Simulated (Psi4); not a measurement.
CH₄F₂Si, singlet, at a GFN2-xTB geometry; MP4/def2-SVP run with Psi4 1.11.

Input for Psi4:
```
memory 2 GB

molecule mol {
0 1
Si    0.174745   -0.050904    0.334554
C    -1.699071   -0.210822    0.267634
F     0.844114   -1.048963   -0.722743
F     0.619736    1.376669   -0.236473
H     0.849145   -0.241475    1.596353
H    -2.026588   -1.200181    0.573738
H    -2.184948    0.511764    0.916934
H    -2.064267   -0.041872   -0.743638
}

set {
  basis def2-svp
  reference rhf
  freeze_core true
}

energy('mp4')
print_variables()
```

Q: Write the output that Psi4 gives for this input, abridged.

A: 
```
   => Loading Basis Set <=

    Name: DEF2-SVP
    Role: ORBITAL
    Keyword: BASIS

         ---------------------------------------------------------
                                   SCF
               by Justin Turney, Rob Parrish, Andy Simmonett
                          and Daniel G. A. Smith
                              RHF Reference
         ---------------------------------------------------------

  ==> Geometry <==

    Molecular point group: c1
    Full point group: C1

    Geometry (in Angstrom), charge = 0, multiplicity = 1:

       Center              X                  Y                   Z               Mass
    ------------   -----------------  -----------------  -----------------  -----------------
         SI           0.091315160709    -0.066665485689     0.374678946110    27.976926534650
         C           -1.782500839291    -0.226583485689     0.307758946110    12.000000000000
         F            0.760684160709    -1.064724485689    -0.682618053890    18.998403162730
         F            0.536306160709     1.360907514311    -0.196348053890    18.998403162730
         H            0.765715160709    -0.257236485689     1.636477946110     1.007825032230
         H           -2.110017839291    -1.215942485689     0.613862946110     1.007825032230
         H           -2.268377839291     0.496002514311     0.957058946110     1.007825032230
         H           -2.147696839291    -0.057633485689    -0.703513053890     1.007825032230

  Running in c1 symmetry.

  Rotational constants: A =      0.23343  B =      0.19159  C =      0.12386 [cm^-1]
  Rotational constants: A =   6998.14938  B =   5743.62734  C =   3713.27434 [MHz]
  Nuclear repulsion =  182.018169547004248

  Charge       = 0
  Multiplicity = 1
  Electrons    = 42
  Nalpha       = 21
  Nbeta        = 21

  ==> Algorithm <==

  SCF Algorithm Type is PK.
  DIIS enabled.
  MOM disabled.
  Fractional occupation disabled.
  Guess Type is SAD.
  Energy threshold   = 1.00e-08
  Density threshold  = 1.00e-08
  Integral threshold = 1.00e-12

  ==> Primary Basis <==

  Basis Set: DEF2-SVP
    Blend: DEF2-SVP
    Number of shells: 38
    Number of basis functions: 80
    Number of Cartesian functions: 84
    Spherical Harmonics?: true
    Max angular momentum: 2

  ==> Integral Setup <==

  Using in-core PK algorithm.
   Calculation information:
      Number of atoms:                   8
      Number of AO shells:              38
      Number of primitives:             74
      Number of atomic orbitals:        84
      Number of basis functions:        80

      Integral cutoff                 1.00e-12
      Number of threads:                 1

  Performing in-core PK
  Using 10500840 doubles for integral storage.
  We computed 256683 shell quartets total.
  Whereas there are 274911 unique shell quartets.

  ==> DiskJK: Disk-Based J/K Matrices <==

    J tasked:                  Yes
    K tasked:                  Yes
    wK tasked:                  No
    Schwarz Cutoff:          1E-12

  Minimum eigenvalue in the overlap matrix is 1.2553541620E-02.
  Reciprocal condition number of the overlap matrix is 2.4139136492E-03.
    Using symmetric orthogonalization.

  ==> Pre-Iterations <==

  SCF Guess: Superposition of Atomic Densities via on-the-fly atomic UHF (no occupation information).

   -------------------------
    Irrep   Nso     Nmo
   -------------------------
     A         80      80
   -------------------------
    Total      80      80
   -------------------------

  ==> Iterations <==

                        Total Energy        Delta E     RMS |[F,P]|

   @RHF iter SAD:  -526.92027074612156   -5.26920e+02   0.00000e+00
   @RHF iter   1:  -527.76081035389154   -8.40540e-01   5.83920e-03 DIIS/ADIIS
   @RHF iter   2:  -527.84020385043345   -7.93935e-02   3.11816e-03 DIIS/ADIIS
   @RHF iter   3:  -527.86169418820077   -2.14903e-02   4.29201e-04 DIIS/ADIIS
   @RHF iter   4:  -527.86259753792001   -9.03350e-04   1.33459e-04 DIIS/ADIIS
   @RHF iter   5:  -527.86268652467459   -8.89868e-05   2.75238e-05 DIIS
   @RHF iter   6:  -527.86269102672225   -4.50205e-06   3.86177e-06 DIIS
   @RHF iter   7:  -527.86269115766027   -1.30938e-07   6.77503e-07 DIIS
   @RHF iter   8:  -527.86269116158530   -3.92504e-09   1.43417e-07 DIIS
   @RHF iter   9:  -527.86269116176425   -1.78943e-10   3.35392e-08 DIIS
   @RHF iter  10:  -527.86269116177425   -1.00044e-11   5.47991e-09 DIIS
  Energy and wave function converged.

  ==> Post-Iterations <==

    Orbital Energies [Eh]
    ---------------------

    Doubly Occupied:

[...]
    Virtual:

[...]
    Final Occupation by Irrep:
              A
    DOCC [    21 ]
    NA   [    21 ]
    NB   [    21 ]

  @RHF Final Energy:  -527.86269116177425

   => Energetics <=

    Nuclear Repulsion Energy =            182.0181695470042484
    One-Electron Energy =               -1095.3274842508697020
    Two-Electron Energy =                 385.4466235420911744
    Total Energy =                       -527.8626911617742508

Computation Completed

Properties will be evaluated at   0.000000,   0.000000,   0.000000 [a0]

Properties computed using the SCF density matrix

 Multipole Moments:

 ------------------------------------------------------------------------------------
     Multipole            Electronic (a.u.)      Nuclear  (a.u.)        Total (a.u.)
 ------------------------------------------------------------------------------------

 L = 1.  Multiply by 2.5417464519 to convert [e a0] to [Debye]
 Dipole X            :          5.8186897           -6.6217085           -0.8030188
 Dipole Y            :          1.0344760           -1.2509617           -0.2164857
 Dipole Z            :         -2.4753124            3.1846623            0.7093500
 Magnitude           :                                                    1.0931069

 ------------------------------------------------------------------------------------

 MINTS: Wrapper to libmints.
   by Justin Turney

   Calculation information:
      Number of threads:                 1
      Number of atoms:                   8
      Number of AO shells:              38
      Number of SO shells:              38
      Number of primitives:             74
      Number of atomic orbitals:        84
      Number of basis functions:        80

      Number of irreps:                  1
      Integral cutoff                 1.00e-12
      Number of functions per irrep: [  80 ]

 OEINTS: Overlap, kinetic, potential, dipole, and quadrupole integrals
         stored in file 35.

      Computed 4822255 non-zero two-electron integrals.
        Stored in file 33.

        ==> Transform all two-electron integrals <==

	Presorting SO-basis two-electron integrals.
	Sorting File: SO Ints (nn|nn) nbuckets = 1
	Constructing frozen core operators
	Starting first half-transformation.
	Sorting half-transformed integrals.
	First half integral transformation complete.
	Starting second half-transformation.
	Two-electron integral transformation complete.

        **********************************************************
        *                                                        *
        *                   CCSD Integral Sort                   *
        *                                                        *
        **********************************************************

        CC integral sort will use                    143.41 mb

        Number of (ab|cd) temporary files:                2
        Number of (ab|ci) temporary files:                3
        Starting temporary file number:                 270

        *****************************************************
        *                                                   *
        *                        MP4                        *
        *                  Eugene DePrince                  *
        *                                                   *
        *****************************************************

  ==> Input parameters <==

        Freeze core orbitals?                 yes
        Use frozen natural orbitals?           no
        r_convergence:                  1.000e-07
        e_convergence:                  1.000e-06
        Number of DIIS vectors:                 8
        Number of frozen core orbitals:         8
        Number of active occupied orbitals:    13
        Number of active virtual orbitals:     59
        Number of frozen virtual orbitals:      0

  ==> Memory <==

        minimum memory requirements for QCISD =        13.54 mb
        (T) algorithm:                                 10.06 mb (low-memory)
        memory requirements for QCISD(T) =             10.06 mb

  ==> Define tiling <==

        v(ab,cd) diagrams will be evaluated in   1 blocks.
        v(ab,ci) diagrams will be evaluated in   1 blocks over ov2.
        v(ab,ci) diagrams will be evaluated in   1 blocks over ov.

  Allocate cpu memory (    37.44 mb).....done.
  Initialize cpu memory..................done.

  ==> MP4(SDQ) <==

        OS MP2 correlation energy:            -0.456638715799
        SS MP2 correlation energy:            -0.153502653068
        MP2 correlation energy:               -0.610141368867
      * MP2 total energy:                   -528.472832530641

        OS MP2.5 correlation energy:          -0.472372223228
        SS MP2.5 correlation energy:          -0.147856585106
        MP2.5 correlation energy:             -0.620228808334
      * MP2.5 total energy:                 -528.482919970108

        OS MP3 correlation energy:            -0.488105730657
        SS MP3 correlation energy:            -0.142210517144
        MP3 correlation energy:               -0.630316247801
      * MP3 total energy:                   -528.493007409575

        OS MP4(SDQ) correlation energy:       -0.500226684385
        SS MP4(SDQ) correlation energy:       -0.137137312642
        MP4(SDQ) correlation energy:          -0.641510730027
      * MP4(SDQ) total energy:              -528.504201891801

        ==> Resort (ov|vv) integrals for low-memory (T) computation <==

        *******************************************************
        *                                                     *
        *                       MP4(T)                        *
        *                                                     *
        *******************************************************

        Using low-memory algorithm.

        num_threads:                      1
        memory requirements:       10.06 mb

        Number of abc combinations: 35990

        Computing (T) correction...

        % complete  total time
              10.0
              20.0
              30.0
              40.0
              50.0
              60.0
              70.0
              80.0
              90.0

        MP4(T) correlation energy:              -0.011930842329

        MP4(SDTQ) correlation energy:           -0.653441572356
      * MP4(SDTQ) total energy:               -528.516132734130

  Variable Map:
  ----------------------------------------------------------------------------
[...]
  Array Variable Map:
  ----------------------------------------------------------------------------
[...]
[...]
```
